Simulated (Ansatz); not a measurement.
Cartesian coordinates in Å:
```
C -1.0685 0.0755 0.8571
B -0.2387 -0.4210 -0.3623
C 1.1778 0.1646 -0.6344
F 1.8354 -0.3425 -1.7452
H -1.3236 -0.7788 1.4962
H -0.5926 0.8407 1.4745
H -2.0358 0.4587 0.5102
H -0.6851 -1.2568 -1.0955
H 1.8192 0.0016 0.2459
H 1.1118 1.2579 -0.7464
```

Charge 0, multiplicity 1.

(1) List the PBE/def2-TZVPP orbital energies in eV (Ansatz). (Best estimate.)

Results:

(1) Computed: Occupied: -659.32, -270.35, -268.55, -177.02, -29.41, -17.83, -16.82, -12.10, -11.90, -11.56, -10.38, -9.93, -9.29, -8.03, -7.87, -7.04. Lowest empty: -2.08, 0.21, 0.71, 1.57, 1.85, 2.18, 2.25, 2.81.
